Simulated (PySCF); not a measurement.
C2H6MgSe. Atoms are numbered in the order given.

```xyz
10

Mg    -0.1049    -0.6625    -0.1836
C     -0.7376    -2.4100    -1.1760
C     -1.6147    -2.1929    -2.4211
H     -1.2751    -3.0402    -0.4430
H      0.1638    -2.9906    -1.4481
H     -1.0969    -1.6034    -3.1976
H     -2.5479    -1.6532    -2.1842
H     -1.9150    -3.1444    -2.8979
Se     0.6083     1.3947     0.9422
H      1.3616     0.5809     1.9214
```
Charge 0, spin multiplicity 1.

Geometry: B3LYP-D3(BJ)/def2-SVP. The structure was generated by enumeration; whether it is a known compound was not checked. The values are those of a single conformer.

All values below come from M06-2X/def2-TZVP (PySCF).

```
Property                                                                                                         Value
---------------------------------------------------------------------------------------------  -----------------------
total energy                                                                                       -2681.47449 hartree
highest occupied level                                                                                        -7.71 eV
lowest empty level                                                                                            -0.71 eV
orbital gap                                                                                                    7.00 eV
dipole moment                                                                                                0.396 e·Å
quadrupole, principal values (traceless, Buckingham form, about the centre of nuclear charge)   -11.61, 2.81, 8.80 D·Å
mean static polarisability                                                                       83.3 bohr³ (12.34 Å³)
polarisability, principal values                                                               67.5, 69.0, 113.3 bohr³
```
